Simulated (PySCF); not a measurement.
## Titanium: highly charged ions in a basis for the neutral atom

Ti¹¹⁺ [Ne] 3s1, Ti¹²⁺ [Ne]. Calculation: PySCF 2.14, in Sapporo-DKH3-DZP-2012; scalar relativity by spin-free X2C-1e. No spin-orbit coupling, so a gap to NIST mixes the basis error with missing relativistic terms.

Changed run: basis of the neutral atom used for a highly charged ion. This setting is unsound on purpose.

```csv
species,method,sound run (hartree),changed run (hartree),converged
Ti¹¹⁺,UHF,not run,-805.65323,yes
Ti¹¹⁺,TPSS,not run,-806.12247,yes
Ti¹¹⁺,MN15,not run,-806.38355,yes
Ti¹²⁺,UHF,not run,-794.98562,yes
Ti¹²⁺,TPSS,not run,-795.41332,yes
Ti¹²⁺,MN15,not run,-795.73354,yes
```

Ionisation energy of Ti¹¹⁺:

```csv
method,changed run (eV),NIST (eV)
UHF,290.28,291.50
TPSS,291.41,291.50
MN15,289.80,291.50
```

The contracted functions were made for the neutral atom and can be too rigid for a highly charged ion.
